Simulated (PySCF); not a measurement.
Compound: C6H5F3O (charge +1 and doublet state).
SMILES with atom numbers: `[CH2+:1][C:2]=[C:3]=[CH:4][CH2:5][O:6][C:7]([F:8])([F:9])[F:10]` (hydrogens: H11, H12 on C1; H13 on C4; H14, H15 on C5)

Geometry (GFN2-xTB, Å), atoms numbered from 1 in this order:
```xyz
15
C6H5F3O angstrom
C      3.8652   -0.2827   -0.7700
C      2.6007   -0.0723   -0.5174
C      1.3737    0.1396   -0.2824
C      0.0939    0.3813   -0.0763
C     -0.7656   -0.2376    0.9708
O     -2.1072    0.1787    0.9009
C     -2.9064   -0.5067    0.0606
F     -2.4485   -0.4332   -1.2037
F     -4.1123   -0.0067    0.0999
F     -2.9523   -1.8061    0.3537
H      4.5874   -0.4696    0.0171
H      4.2550   -0.2784   -1.7823
H     -0.4008    1.1130   -0.7169
H     -0.6778   -1.3354    0.9713
H     -0.4094    0.1184    1.9528
```

The hyperfine couplings belong to this conformer and change with its torsions.

Theory: UKS B3LYP, pcH-1 on C F H O, non-relativistic, mean-field spin-orbit, GIAO (PySCF). One conformer (not necessarily the lowest) at the GFN2-xTB geometry, without solvent, vibrations or thermal averaging. Couplings are sensitive to structure, and on GFN2-xTB geometries they can be far from those on DFT ones, by a factor of two or more for some ions and for spin on atoms past the first row. The SCF solution wasn't tested for stability.

Q: Where do the isotropic ENDOR lines of F8/F9/F10, H14/H15, H13, H12 and H11 fall at 345.8 mT, to first order?

A: For S = 1/2 in fast tumbling each set of equivalent nuclei gives two lines, ν± = |νn ± a/2| to first order, with νn = g_N μN B/h and μN/h = 7.62259 MHz/T.

```json
{"nuclei": "F8/F9/F10", "isotope": "19F", "g_N": "5.2577", "νn (MHz)": "13.86", "a_iso (MHz)": "6.21", "lower line (MHz)": "10.75", "upper line (MHz)": "16.96"}
{"nuclei": "H14/H15", "isotope": "1H", "g_N": "5.5857", "νn (MHz)": "14.72", "a_iso (MHz)": "54.82", "lower line (MHz)": "12.69", "upper line (MHz)": "42.14"}
{"nuclei": "H13", "isotope": "1H", "g_N": "5.5857", "νn (MHz)": "14.72", "a_iso (MHz)": "31.96", "lower line (MHz)": "1.26", "upper line (MHz)": "30.70"}
{"nuclei": "H12", "isotope": "1H", "g_N": "5.5857", "νn (MHz)": "14.72", "a_iso (MHz)": "13.05", "lower line (MHz)": "8.20", "upper line (MHz)": "21.25"}
{"nuclei": "H11", "isotope": "1H", "g_N": "5.5857", "νn (MHz)": "14.72", "a_iso (MHz)": "12.93", "lower line (MHz)": "8.26", "upper line (MHz)": "21.19"}
```

Q: Which pairs are centred on the nuclear Larmor frequency, and which on half the coupling?

A: Centred on νn, since |a| < 2νn: F8/F9/F10, H12 and H11. Centred on |a|/2 and split by 2νn: H14/H15 and H13.

Q: At what field would the lower line of H11 fall to zero frequency?

A: Where νn = |a|/2, that is B = 6.46 MHz/(5.5857 × 7.62259 MHz/T) = 152 mT, as far as first order holds there.

Class means assume fast exchange of nuclei equivalent by connectivity; if that motion is slow, each nucleus keeps its own coupling. H11 and H12 aren't averaged: C1 is flat or nearly so (angle sum 360°), and its turn about the short C1–C2 bond (1.31 Å) is taken as slow. The three 19F nuclei of mean +6.2 MHz run from -0.4 to 18.7 MHz in the frozen geometry. The 1H value of +54.8 MHz is a mean of couplings from 22.5 to 87.1 MHz in this one geometry, not an average over conformers.

The largest Mulliken spin populations are on C1 (+0.38), C4 (+0.26), C3 (+0.23) and C2 (+0.08). Three atoms exceed +0.15.

Time: 94 s (with the writing of density and orbital grids); peak memory 1.0 GiB. Hardware: one thread, Arm Neoverse V2 (aarch64), shared host.

The SMILES draws the unpaired electron on C2; the largest computed Mulliken spin population is on C1 (0.38 against 0.08).
